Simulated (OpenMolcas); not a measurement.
**Pt2+: effect of the IPEA shift**

```
Program             : OpenMolcas 26.06
Basis               : ANO-RCC-VTZP [8s7p5d3f1g]
Scalar Hamiltonian  : DKH2, point nucleus
Active space        : 8 electrons in 6 orbitals (5d 6s)
State averaging     : 2S+1 = 3 even, 60 roots; 2S+1 = 5 even, 15 roots kept (CI in the orbitals of an earlier block); 2S+1 = 1 even, 55 roots kept (CI in the orbitals of an earlier block)
Spin-orbit coupling : state interaction with AMFI integrals over the reference wave functions, term energies averaged over their components
```

Methods on the same reference wave functions:
A. CASSCF
B. MS-CASPT2, IPEA 0 Eh, imaginary shift 0.1 Eh (closed shells correlated: 5s 5p)
C. MS-CASPT2, IPEA 0.25 Eh, imaginary shift 0.1 Eh (closed shells correlated: 5s 5p)

Energies in cm-1 above 5d8 3F4, the measured ground level; measured values from NIST levels as listed in McCann et al., Mon. Not. R. Astron. Soc. 538, 537 (2025).

| Level | A | B | C | Measured |
| --- | --- | --- | --- | --- |
| 5d8 3F4 | 0.0 | 0.0 | 0.0 | 0.0 |
| 5d8 3F3 | 10206 | 10380 | 10380 | 9752 |
| 5d7 6s 5F5 | 18399 | 18740 | 19940 | 21837 |
| 5d8 3P0 | 18925 | 14830 | 15210 | 14939 |
| 5d8 3P1 | 19964 | 16650 | 17080 | 16782 |
| 5d8 1G4 [60 %] | 25532 | 21910 | 22090 | 21331 |
| 5d7 6s 5F3 | 29138 | 29180 | 30390 |  |
| 5d7 6s 5F2 [61 %] | 31421 | 30800 | 32220 |  |
| 5d7 6s 5F1 [59 %] | 32586 | 31710 | 33170 |  |
| 5d7 6s 3F4(1) [58 %] | 35600 | 32820 | 34440 |  |
| 5d7 6s 5P3 [74 %] | 36689 | 33940 | 35450 |  |
| 5d7 6s 5P1 [53 %] | 41298 | 37700 | 39320 |  |
| 5d7 6s 3G5 [64 %] | 41667 | 39410 | 41280 |  |
| 5d7 6s 3F3(1) [62 %] | 42531 | 39360 | 41130 |  |
| 5d7 6s 3H6 | 48232 | 45440 | 47300 |  |
| 5d7 6s 3G3 | 49384 | 46490 | 48480 |  |
| 5d7 6s 3H5 [60 %] | 51585 | 48310 | 50200 |  |
| 5d7 6s 3D3(1) [63 %] | 53887 | 50650 | 52530 |  |
| 5d7 6s 3F2(2) | 61479 | 54590 | 56880 |  |
| 5d7 6s 1H5 [64 %] | 62343 | 58330 | 60270 |  |
| 5d7 6s 3F3(2) [72 %] | 62450 | 55450 | 57680 |  |
| 5d7 6s 3P0(1) | 63480 | 57380 | 60010 |  |
| 5d7 6s 3F4(2) [69 %] | 67300 | 61160 | 63310 |  |
| 5d7 6s 1F3 [72 %] | 71081 | 63390 | 65700 |  |

Deviations, from unrounded energies. A percentage is the sum of absolute deviations over the sum of measured energies, with the sign that they share, or ± where signs differ.

| Against measurement | Levels | A | B | C |
| --- | --- | --- | --- | --- |
| mean absolute deviation (cm-1) | 5 | 3100 | 910 | 770 |
| fine structure of the ground term (%) | 1 | +4.7 | +6.4 | +6.4 |
| other terms of the ground configuration (%) | 3 | +21.4 | ±1.5 | +2.5 |
| other configurations (%) | 1 | -15.7 | -14.2 | -8.7 |

C lies closest to measurement on these levels and A furthest from it. The largest miss of C in the table is 5d7 6s 5F5, by -1900 cm-1. The ranking rests on the paired levels alone, and a cruder setting can come out closer through cancelling errors.

Between B and C the level of the table that moves most is 5d7 6s 3P0(1), by 2600 cm-1 (lowest in B, highest in C). Moves below CASPT2's spread within the term are not significant.

The mean deviations of B to C differ by less than CASPT2's widest spread within a term (1100 cm-1), so their order carries little weight.

From A to B the spin-free energies of the other terms of 5d8 shown, above 3F, scale by factors of 0.64 to 0.80.

The lowest spin-free term lies below A's lowest term by 0.448 hartree in B, 0.441 hartree in C.

Term energies are means over components that CASPT2 splits; among the terms shown or strongly mixed into the levels shown the widest spread is 1100 cm-1 (5d8 3F, B). Terms from blocks run as CI alone lack orbitals of their own. A single d shell beside an s shell can misplace configurations of different d count against each other. The CASPT2 spread within a term exceeds the gap to the next term for 5d7 6s 3P(1) and 5d7 6s 3H, so the order of their levels is uncertain (figures for B; the like holds for C). Without dynamic correlation excited terms often stand tens of per cent too high (terms of higher spin than the ground term too low), and those without a measured partner can miss by more than the paired ones (holds for A). Computed and measured levels are paired by configuration, term and J; levels that our copy of the source lacks, or whose pairing is in doubt (as where it misses far off the trend of its configuration), stay unpaired and out of the deviations. Only configurations of the active space appear. Levels that lie high or do not pair safely by name in every column are left out.

A share in square brackets marks a mixed level and gives the weight of the term that names it, the lowest over the columns. A number in round brackets counts repeated terms of one configuration in the order of the reference energies.
